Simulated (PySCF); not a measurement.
**C3H8FSi3: g tensor and hyperfine couplings**

C3H8FSi3 (doublet state).
Geometry (GFN2-xTB, Å), atoms numbered from 1 in this order:
```
atom  x, y, z in Å
F1     3.2381   -0.6683    1.6613
C2     3.2481   -0.0431    0.4298
C3     1.9040    0.1056   -0.0945
C4     0.7734    0.2191   -0.4934
Si5   -0.9863    0.3044   -1.0869
Si6   -1.7286    2.3309   -0.3307
Si7   -1.9372   -1.7527   -0.5481
H8     3.8607   -0.6658   -0.2347
H9     3.7232    0.9353    0.5766
H10   -0.8342    0.4222   -2.5579
H11   -3.0829    2.7613   -0.7021
H12   -1.5966    2.6769    1.0878
H13   -1.2032   -2.9386   -0.9968
H14   -3.2786   -1.8201   -1.1419
H15   -2.1044   -1.8593    0.9040
```

The hyperfine couplings belong to this conformer and change with its torsions.

The species is `FCC#C[Si@H]([SiH2])[SiH3]` [radical].

Method: PySCF, UKS B3LYP, pcH-1 on C F H Si, non-relativistic, mean-field spin-orbit, GIAO. One conformer (not necessarily the lowest) at the GFN2-xTB geometry, without solvent, vibrations or thermal averaging. The geometry wasn't refined by DFT: couplings that depend on bond lengths, twists or pyramidal angles can differ widely from those at the functional's own minimum, by a factor of two or more for some ions and for spin on atoms past the first row. The SCF solution wasn't tested for stability.

```json
{"g1, g2, g3": "2.00188, 2.00451, 2.00610", "g_iso": "2.00416", "Form of g": "rhombic: the two nearest values differ by 38 % of g3 − g1", "⟨S²⟩": "0.7525 (exact 0.7500)", "α and β electrons": "39, 38", "Total energy": "-1087.38755 Eh"}
```

Isotropic coupling and dipolar principal values T1 to T3, in MHz:

```json
{"atom": "F1", "isotope": "19F", "a_iso": "-0.3", "of which spin–orbit": "0.0", "T1": "-0.3", "T2": "-0.2", "T3": "0.5", "Mulliken spin population": "0.00"}
{"atom": "C2", "isotope": "13C", "a_iso": "0.1", "of which spin–orbit": "0.0", "T1": "-0.1", "T2": "-0.1", "T3": "0.2", "Mulliken spin population": "0.00"}
{"atom": "C3", "isotope": "13C", "a_iso": "-0.7", "of which spin–orbit": "0.0", "T1": "-0.6", "T2": "-0.1", "T3": "0.7", "Mulliken spin population": "0.00"}
{"atom": "C4", "isotope": "13C", "a_iso": "2.5", "of which spin–orbit": "0.0", "T1": "-0.5", "T2": "-0.4", "T3": "0.9", "Mulliken spin population": "0.00"}
{"atom": "Si5", "isotope": "29Si", "a_iso": "-8.4", "of which spin–orbit": "0.0", "T1": "-6.4", "T2": "1.3", "T3": "5.1", "Mulliken spin population": "0.02"}
{"atom": "Si6", "isotope": "29Si", "a_iso": "-375.5", "of which spin–orbit": "1.0", "T1": "-171.4", "T2": "85.0", "T3": "86.4", "Mulliken spin population": "0.96"}
{"atom": "Si7", "isotope": "29Si", "a_iso": "-61.0", "of which spin–orbit": "0.1", "T1": "-12.5", "T2": "5.8", "T3": "6.7", "Mulliken spin population": "0.05"}
{"atom": "H8", "isotope": "1H", "a_iso": "-0.3", "of which spin–orbit": "0.0", "T1": "-0.3", "T2": "-0.3", "T3": "0.6", "Mulliken spin population": "0.00"}
{"atom": "H9", "isotope": "1H", "a_iso": "-0.4", "of which spin–orbit": "0.0", "T1": "-0.4", "T2": "-0.4", "T3": "0.8", "Mulliken spin population": "0.00"}
{"atom": "H10", "isotope": "1H", "a_iso": "8.2", "of which spin–orbit": "0.0", "T1": "-2.6", "T2": "-1.2", "T3": "3.8", "Mulliken spin population": "0.00"}
{"atom": "H11", "isotope": "1H", "a_iso": "1.0", "of which spin–orbit": "0.0", "T1": "-10.1", "T2": "1.9", "T3": "8.2", "Mulliken spin population": "-0.02"}
{"atom": "H12", "isotope": "1H", "a_iso": "4.6", "of which spin–orbit": "0.0", "T1": "-10.1", "T2": "2.1", "T3": "8.0", "Mulliken spin population": "-0.01"}
{"atom": "H13", "isotope": "1H", "a_iso": "21.3", "of which spin–orbit": "0.0", "T1": "-1.2", "T2": "-0.2", "T3": "1.4", "Mulliken spin population": "0.01"}
{"atom": "H14", "isotope": "1H", "a_iso": "-1.6", "of which spin–orbit": "0.0", "T1": "-1.3", "T2": "-0.5", "T3": "1.7", "Mulliken spin population": "0.00"}
{"atom": "H15", "isotope": "1H", "a_iso": "-1.9", "of which spin–orbit": "0.0", "T1": "-1.4", "T2": "-0.4", "T3": "1.8", "Mulliken spin population": "0.00"}
```

The largest Mulliken spin population is on Si6 (+0.96). The angles at Si6 add up to 343.4°, so it is pyramidal.

Axes: g2 points within 7° of the Si5–Si6 bond.

Under fast tumbling the dipolar parts average out, and these isotropic splittings remain: 1 × 1H (H10, I = 1/2, 2 lines) with 0.29 mT, 3 × 1H (H13/H14/H15, I = 1/2, 4 lines) with 0.21 mT and 2 × 1H (H11/H12, I = 1/2, 3 lines) with 0.10 mT.

Means are taken over nuclei equivalent by connectivity, which assumes that they swap fast. The three 1H nuclei of mean +5.9 MHz run from -1.9 to 21.3 MHz in the frozen geometry.

The 29Si coupling of Si6 (-375.5 MHz) shows only in satellite lines or after enrichment, since that isotope makes up about 4.7 % of natural silicon.
